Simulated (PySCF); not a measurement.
HKO, charge -1, doublet (typed; the unrestricted solution is spin-contaminated), at a GFN2-xTB geometry (such geometries of metal compounds can be far from the true shape) (a state made from the parent by changing its charge; the spin is typed, not shown lowest); M06/6-31G** (PySCF).

The PySCF input:
```python
from pyscf import gto, scf, dft

mol = gto.Mole()
mol.atom = '''
    K    -0.00000000   -0.00000000   -1.05363639
    O     0.00000000    0.00000000    2.11672093
    H     0.00000000    0.00000000    3.08532400
'''
mol.basis = '6-31g**'
mol.charge = -1
mol.spin = 1
mol.verbose = 5
mol.build()

mf = dft.UKS(mol)
mf.xc = 'm06'
mf.kernel()
```

What the program printed (banner, timings and long lists left out):

```
PySCF version 2.14.0

[INPUT] verbose = 5
[INPUT] max_memory = 4000
[INPUT] num. atoms = 3
[INPUT] num. electrons = 29
[INPUT] charge = -1
[INPUT] spin (= nelec alpha-beta = 2S) = 1
[INPUT] symmetry False subgroup None
[INPUT] Mole.unit = angstrom
[INPUT] Symbol           X                Y                Z      unit          X                Y                Z       unit  Magmom
[...]
[INPUT] ---------------- BASIS SET ----------------
[INPUT] l, kappa, [nprim/nctr], expnt,             c_1 c_2 ...
[INPUT] H
[...]
                                2.8253937         0.23472695
                                0.6401217         0.81375733
[...]
[INPUT] K
[...]
                                4744.33           0.01399403
                                1080.419          0.06887129
                                304.2338          0.236976
                                97.24586          0.482904
                                33.02495          0.3404795
[...]
                                147.8839          -0.0331555
                                47.32735          -0.1226387
                                17.51495          0.05353643
                                6.922722          0.619386
                                2.768277          0.4345878
[...]
                                4.079211          0.2098767
                                1.763481          -0.003095274
                                0.788927          -0.5593884
                                0.350387          -0.513476
                                0.146344          -0.06598035
[...]
                                0.233741          -0.2798503
                                0.038675          1.141547
[...]
                                147.8839          0.03145199
                                47.32735          0.1351558
                                17.51495          0.33905
                                6.922722          0.4629455
                                2.768277          0.2242638
[...]
                                4.079211          -0.006900537
                                1.763481          0.2007466
                                0.788927          0.4281332
                                0.350387          0.3970156
                                0.146344          0.1104718
[...]
                                0.233741          -0.0404616
                                0.038675          1.012029
[...]
[INPUT] O
[...]
                                825.23495         0.0139501
                                188.04696         0.0684451
                                52.9645           0.2327143
                                16.89757          0.470193
                                5.7996353         0.3585209
[...]
                                3.5999336         -0.1480263
                                1.0137618         1.130767
[...]
                                3.5999336         0.3397528
                                1.0137618         0.7271586
[...]
nuclear repulsion = 32.1707805835124
number of shells = 19
number of NR pGTOs = 109
number of NR cGTOs = 41
basis = 6-31g**
ecp = {}

******** <class 'pyscf.dft.uks.UKS'> ********
method = UKS
initial guess = minao
damping factor = 0
level_shift factor = 0
DIIS = <class 'pyscf.scf.diis.CDIIS'>
diis_start_cycle = 1
diis_space = 8
diis_damp = 0
SCF conv_tol = 1e-09
SCF conv_tol_grad = None
SCF max_cycles = 50
direct_scf = True
direct_scf_tol = 1e-13
number electrons alpha = 15  beta = 14
XC library pyscf.dft.libxc version 7.1.2
    S. Lehtola, C. Steigemann, M. J. T. Oliveira, and M. A. L. Marques,  SoftwareX 7, 1–5 (2018)
XC functionals = m06
    Y. Zhao and D. G. Truhlar,  Theor. Chem. Acc. 120, 215 (2008)
    Y. Zhao and D. G. Truhlar,  Theor. Chem. Acc. 120, 215 (2008)
radial grids:
    Treutler-Ahlrichs [JCP 102, 346 (1995); DOI:10.1063/1.469408] (M4) radial grids

becke partition: Becke, JCP 88, 2547 (1988); DOI:10.1063/1.454033
pruning grids: <function nwchem_prune>
grids dens level: 3
symmetrized grids: False
atomic radii adjust function: <function treutler_atomic_radii_adjust>
small_rho_cutoff = 0
Set gradient conv threshold to 3.16228e-05
atom K rad-grids = 90, ang-grids = [ 50  50  50  50  50  50  50  50  50  50  50  50  50  50  50  50  50  50
  50  50  50  50  50  50  50  50  50  50  50  50  86  86  86  86  86  86
  86  86  86  86  86  86  86  86  86  86 350 350 350 350 350 350 350 350
 350 350 350 350 434 434 434 434 434 434 434 434 434 434 434 434 434 434
 434 434 434 434 434 434 434 350 350 350 350 350 350 350 350 350 350 350]
atom O rad-grids = 75, ang-grids = [ 50  50  50  50  50  50  50  50  50  50  50  50  50  50  50  50  50  50
  50  50  50  50  50  86  86  86  86  86  86  86  86  86 266 266 266 266
 266 266 266 302 302 302 302 302 302 302 302 302 302 302 302 302 302 302
 302 302 302 302 302 266 266 266 266 266 266 266 266 266 266 266 266 266
 266 266 266]
atom H rad-grids = 50, ang-grids = [ 50  50  50  50  50  50  50  50  50  50  50  50  50  50  50  86  86  86
  86 266 266 266 266 266 302 302 302 302 302 302 302 302 302 302 302 302
 302 266 266 266 266 266 266 266 266 266 266 266 266 266]
tot_boxes 1296, boxes in each direction [ 7  7 14]
Padding 6 grids
tot grids = 43936
nelec by numeric integration = [13.99455815 13.99455815]
E1 = -991.1591611590393  E2 = 283.5933901872124  Ecoul = 325.65733808457827  Exc = -42.0639478973659
init E= -675.394990388314
cond(S) = 63.061098653862786

  alpha mo_energy =
[-1.29987187e+02 -1.94514968e+01 -1.33781041e+01 -1.06589649e+01
 -1.06589629e+01 -1.06589629e+01 -1.42629980e+00 -1.12722273e+00
 -7.77415267e-01 -7.76997329e-01 -7.76997329e-01 -5.49940645e-01
 -4.10077188e-01 -4.10077188e-01 -8.17367083e-02 -3.02440783e-02
 -2.88342883e-02 -2.88342883e-02  1.07555856e-02  1.51309760e-02
  1.51309760e-02  2.49345102e-02  8.50311925e-02  2.43689679e-01
  2.43689679e-01  2.46292049e-01  2.46293709e-01  2.49483509e-01
[...]
 -1.05315056e+01 -1.05310700e+01 -1.29888801e+00 -7.77615843e-01
 -6.51398110e-01 -6.51311921e-01 -6.46655633e-01 -2.82848350e-01
 -1.33201222e-01 -3.37320034e-02 -2.05699626e-02  4.13875197e-02
  5.96705845e-02  7.07529582e-02  1.63198259e-01  1.73535628e-01
  1.84818957e-01  1.97565429e-01  2.56347698e-01  3.85143058e-01
  3.85491915e-01  3.94353904e-01  3.95031141e-01  3.96833410e-01
  9.45194162e-01  1.06432408e+00  1.09217961e+00  1.22303054e+00
  1.44342897e+00  1.75241460e+00  1.75359485e+00  2.00614837e+00
  2.01134531e+00  2.52708508e+00  2.79511910e+00  2.79760404e+00
  3.57288105e+00]
multiplicity <S^2> = 0.76575971  2S+1 = 2.0156981
nelec by numeric integration = [15.00000695 14.00000108]
E1 = -999.7370346869398  E2 = 291.9925671030264  Ecoul = 334.77618386599556  Exc = -42.783616762969174
cycle= 47 E= -675.573687000401  delta_E= -0.0898  |g|= 0.264  |ddm|= 2.05

  alpha mo_energy =
[-1.29856667e+02 -1.90440916e+01 -1.32484914e+01 -1.05294894e+01
 -1.05293854e+01 -1.05289635e+01 -1.29739971e+00 -7.94316051e-01
 -6.50034618e-01 -6.49973801e-01 -6.44107629e-01 -2.71736770e-01
 -1.52851782e-01 -1.25125172e-01  3.29087102e-02  7.82733116e-02
  7.92016192e-02  8.25378554e-02  1.63264380e-01  1.64153377e-01
  1.69103494e-01  2.01336106e-01  2.71185366e-01  3.94133668e-01
  3.94148593e-01  4.05123181e-01  4.05640500e-01  4.21462677e-01
  9.75376183e-01  1.06960459e+00  1.09082621e+00  1.25530321e+00
  1.46637573e+00  1.76590016e+00  1.78131382e+00  2.01516807e+00
  2.01531590e+00  2.56125930e+00  2.82011963e+00  2.83209530e+00
  3.60317696e+00]
  beta  mo_energy =
[-1.29856410e+02 -1.90335011e+01 -1.32483832e+01 -1.05293669e+01
 -1.05293393e+01 -1.05288816e+01 -1.29634200e+00 -7.48540401e-01
 -6.48993571e-01 -6.48941672e-01 -6.43929201e-01 -2.52795519e-01
 -1.02839928e-01 -5.53801069e-02 -1.91623330e-02  4.00569093e-02
  6.92515827e-02  8.88518566e-02  1.44386010e-01  1.45824733e-01
  1.48418467e-01  1.78397803e-01  2.77065052e-01  3.84512617e-01
  3.86129270e-01  3.90229071e-01  3.92851060e-01  4.05151585e-01
  9.74712965e-01  1.09472859e+00  1.11776678e+00  1.25276011e+00
  1.47450465e+00  1.78350421e+00  1.78430777e+00  2.03762112e+00
  2.04199323e+00  2.56084097e+00  2.82649654e+00  2.82846532e+00
  3.60593801e+00]
multiplicity <S^2> = 1.1869773  2S+1 = 2.3974798
nelec by numeric integration = [15.0000047  14.00000664]
E1 = -995.3450407901026  E2 = 287.7193065192211  Ecoul = 329.9997661896283  Exc = -42.2804596704072
cycle= 48 E= -675.454953687369  delta_E= 0.119  |g|= 0.244  |ddm|= 1.87

  alpha mo_energy =
[-1.29847733e+02 -1.90480161e+01 -1.32396515e+01 -1.05206627e+01
 -1.05205434e+01 -1.05200777e+01 -1.28875417e+00 -7.97692233e-01
 -6.41574292e-01 -6.41554765e-01 -6.35503341e-01 -2.74371446e-01
 -1.56625969e-01 -1.28126330e-01  3.61570707e-02  7.89947658e-02
  7.95713931e-02  8.40705148e-02  1.65021772e-01  1.65604341e-01
  1.68266184e-01  2.04433494e-01  2.70353014e-01  3.97741376e-01
  3.97767911e-01  4.09732348e-01  4.09829890e-01  4.26555737e-01
  9.73392291e-01  1.06665271e+00  1.08851842e+00  1.25453025e+00
  1.46397652e+00  1.76310643e+00  1.77887509e+00  2.01198139e+00
  2.01212299e+00  2.55858478e+00  2.81753677e+00  2.82978633e+00
  3.60043191e+00]
  beta  mo_energy =
[-1.29847523e+02 -1.90372227e+01 -1.32395718e+01 -1.05205567e+01
 -1.05205294e+01 -1.05200296e+01 -1.28783789e+00 -7.50707886e-01
 -6.40606493e-01 -6.40585872e-01 -6.35280520e-01 -2.54924047e-01
 -1.05061699e-01 -5.18248365e-02 -1.89567227e-02  5.72669485e-02
  7.66302184e-02  9.52964236e-02  1.47401776e-01  1.47618680e-01
  1.48313343e-01  1.79127738e-01  2.76821073e-01  3.90035283e-01
  3.92418903e-01  3.95099169e-01  3.97263972e-01  4.16643145e-01
  9.72795381e-01  1.09270577e+00  1.11705818e+00  1.25379489e+00
  1.47211013e+00  1.78121597e+00  1.78208402e+00  2.03508175e+00
  2.03962194e+00  2.55824923e+00  2.82416457e+00  2.82619342e+00
  3.60360355e+00]
multiplicity <S^2> = 1.216261  2S+1 = 2.4217853
nelec by numeric integration = [15.00000532 14.00000676]
E1 = -995.4088007429382  E2 = 287.7810653773503  Ecoul = 330.06724504011055  Exc = -42.28617966276029
cycle= 49 E= -675.456954782076  delta_E= -0.002  |g|= 0.235  |ddm|= 0.221

  alpha mo_energy =
[-1.29840879e+02 -1.90309536e+01 -1.32330213e+01 -1.05140136e+01
 -1.05139132e+01 -1.05133714e+01 -1.28251699e+00 -7.81450696e-01
 -6.35574192e-01 -6.35511729e-01 -6.29079759e-01 -2.59511757e-01
 -1.39024450e-01 -1.12881026e-01  3.73646699e-02  8.05925247e-02
  8.10066863e-02  8.56832021e-02  1.65515189e-01  1.66133751e-01
  1.70951478e-01  2.04283803e-01  2.79549051e-01  4.01929564e-01
  4.01964600e-01  4.13171186e-01  4.13559445e-01  4.30797552e-01
  9.85497842e-01  1.08184019e+00  1.10205928e+00  1.26661803e+00
  1.47803635e+00  1.77799390e+00  1.79246444e+00  2.02779168e+00
  2.02793871e+00  2.57273253e+00  2.83126386e+00  2.84255786e+00
  3.61447873e+00]
  beta  mo_energy =
[-1.29840694e+02 -1.90208323e+01 -1.32329752e+01 -1.05139552e+01
 -1.05139284e+01 -1.05133948e+01 -1.28171075e+00 -7.37856354e-01
 -6.34706155e-01 -6.34645161e-01 -6.28952971e-01 -2.41400600e-01
 -9.10290427e-02 -6.45727668e-02 -1.21045296e-02  4.72256067e-02
  7.43832062e-02  9.29073798e-02  1.44486306e-01  1.52841358e-01
  1.53744359e-01  1.79095784e-01  2.85270215e-01  3.97029152e-01
  3.99588954e-01  4.03158479e-01  4.05231917e-01  4.22461198e-01
  9.85079898e-01  1.10634011e+00  1.12848205e+00  1.26676919e+00
  1.48595349e+00  1.79493039e+00  1.79566090e+00  2.04949329e+00
  2.05350884e+00  2.57285360e+00  2.83770596e+00  2.83956170e+00
  3.61792869e+00]
multiplicity <S^2> = 1.2073273  2S+1 = 2.4143962
nelec by numeric integration = [15.00000491 14.00000685]
E1 = -995.2408981452029  E2 = 287.6195921398568  Ecoul = 329.89009531690266  Exc = -42.27050317704585
cycle= 50 E= -675.450525421834  delta_E= 0.00643  |g|= 0.254  |ddm|= 0.235
SCF not converged.
SCF energy = -675.450525421834 after 50 cycles  <S^2> = 1.2073273  2S+1 = 2.4143962
```

Convergence was not reached.
